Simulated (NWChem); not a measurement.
Molecule: AlSiH4O2Cl; SMILES [OH][Al]([OH])[SiH2]Cl

```xyz
9

Si    -0.9871     0.9181    -0.0146
Cl     0.6243     2.2608    -0.0043
Al    -0.0077    -1.3135     0.0004
O     -1.0759    -2.6319     0.0097
O      1.6674    -1.6051     0.0017
H     -1.8108     1.2183    -1.2254
H     -1.8320     1.2247     1.1798
H     -0.8234    -3.5570     0.0167
H      2.3596    -0.9419    -0.0020
```
Atoms are numbered in this order, from 1.

STO-3G and 3-21G are far too small for this property and stand as cheap habits. All runs use the structure optimised with PBE0/def2-SVP.

**Question.** Give the principal values of the shielding tensors (ppm) of Si1, Cl2, Al3, O4, O5 from Hartree-Fock/STO-3G, GIAO (NWChem), with their diamagnetic and paramagnetic parts as GIAO splits them.

**Answer.** 
| atom | σ11 | σ22 | σ33 | isotropic | diamagnetic | paramagnetic |
|---|---|---|---|---|---|---|
| Si1 | 521.8 | 569.5 | 668.7 | 586.7 | 868.7 | -282.0 |
| Cl2 | 1110.3 | 1303.0 | 1333.0 | 1248.8 | 1130.6 | 118.1 |
| Al3 | 429.6 | 464.3 | 480.6 | 458.2 | 781.0 | -322.8 |
| O4 | 354.1 | 409.0 | 456.2 | 406.5 | 381.9 | 24.6 |
| O5 | 312.8 | 403.5 | 453.4 | 389.9 | 382.1 | 7.8 |
